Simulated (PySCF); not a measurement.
VOF2, SMILES [O]=[V+]([F])[F], charge +1, multiplicity 1.

Geometry optimised at B3LYP-D3(BJ)/def2-SVP. The spin state was assumed, not searched. The isomer is the one that the SMILES or the coordinates give; other isomers of the formula were not compared.

Two levels are set side by side: PBE/def2-TZVPD (PySCF) and r2SCAN/def2-TZVPD (PySCF). Same geometry, gas phase. Differences are taken from unrounded values.

| quantity | PBE |
|---|---|
| orbital gap (eV) | 3.40 |
| highest occupied level (eV) | -16.41 |
| lowest empty level (eV) | -13.01 |
| mean polarisability (bohr³) | 27.3 |

### Question
These are the PBE values. What does r2SCAN give? (An estimate is asked for; the answer gives what the named calculation found.)

### Answer

| quantity | r2SCAN | PBE minus r2SCAN |
|---|---|---|
| orbital gap (eV) | 3.84 | -0.44 |
| highest occupied level (eV) | -16.84 | 0.43 |
| lowest empty level (eV) | -12.99 | -0.02 |
| mean polarisability (bohr³) | 26.5 | 0.8 |

Rough cost on one machine, each run with all the roots and properties that it gave: r2SCAN against PBE about 3 times.
